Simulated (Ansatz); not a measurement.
Cost and result for the atomization energy of CH2ClF3Si (`FC(F)(F)[SiH2]Cl`) (8 atoms, 7 bonds).

The species carries charge 0 and has multiplicity 1. The structure was optimised at the PBE0-D4/def2-TZVP level. Program: Ansatz. All runs use 4 threads of an Arm Neoverse N1 on a shared host. Times are those of one run each, without the atoms' runs, and a repeat can differ threefold. Electronic energies, without spin–orbit coupling; frozen cores. CCSD(T)/CBS adds CCSD(T) − MP2 in def2-TZVPP to the MP2 limit, and its time is that of the two runs behind it. T1 = 0.012. B3LYP takes the VWN-RPA correlation (the form of Gaussian; ORCA's B3LYP/G). HSE06 is the plane-wave form, built on full-range PBE exchange.

CCSD(T)/CBS is a level of theory with its own doubt, some kJ/mol a heavy atom from the limit and from the frozen cores, so smaller differences don't rank the functionals.

| level | functions | wall time | atomization (kcal/mol) | difference from CCSD(T)/CBS | per bond |
| --- | --- | --- | --- | --- | --- |
| revPBE-D4/def2-TZVPP | 236 | 3 s | 673.2 | -2.7 | -0.4 |
| BHLYP-D4/def2-TZVPP | 236 | 4.9 s | 639.8 | -36.1 | -5.2 |
| HSE06-D4/def2-TZVPP | 236 | 5.5 s | 676.1 | 0.2 | 0.0 |
| CAM-B3LYP-D4/def2-TZVPP | 236 | 5.5 s | 677.7 | 1.8 | 0.3 |
| B3LYP-D4/def2-TZVPP (with forces) | 236 | 7.5 s | 668.9 | -7.0 | -1.0 |
| r2SCANh-D4/def2-TZVPP | 236 | 8.5 s | 672.9 | -3.0 | -0.4 |
| PBE-QIDH/def2-TZVPP | 236 | 8.5 s | 669.6 | -6.3 | -0.9 |
| CCSD(T)/def2-SVP | 102 | 9 s | 630.2 | -45.7 | -6.5 |
| ωB97X-V/def2-TZVPP | 236 | 12 s | 681.1 | 5.2 | 0.8 |
| ωB97M-V/def2-TZVPP (with forces) | 236 | 18 s | 679.6 | 3.7 | 0.5 |
| MP2/def2-QZVPP | 428 | 28 s | 693.7 | 17.8 | 2.5 |
| CCSD(T)/def2-TZVPP | 236 | 4.9 min | 654.2 | -21.7 | -3.1 |
| CCSD(T)/CBS(def2) | – | 5.4 min | 675.9 | 0.0 | 0.0 |

Leaving LDA and LC-ωPBE aside and taking each functional with its dispersion term where it has one, the values, not all of them listed here, spread over 57.8 kcal/mol, from BHLYP-D4 to PBE-D4. LDA lies +112.3 kcal/mol from PBE without D4, its usual overbinding. The D4 term adds +7.0 kcal/mol with B3LYP and +3.7 kcal/mol with PBE0; it sums over pairs of atoms, weighted by their polarisabilities, and B3LYP, whose exchange is more repulsive, gets the larger term. From r2SCAN to r2SCAN0 (25 % exact exchange), in def2-TZVPP and without D4, the atomization energy moves by −20.2 kcal/mol: exact exchange takes away binding that semilocal exchange gives to molecules.
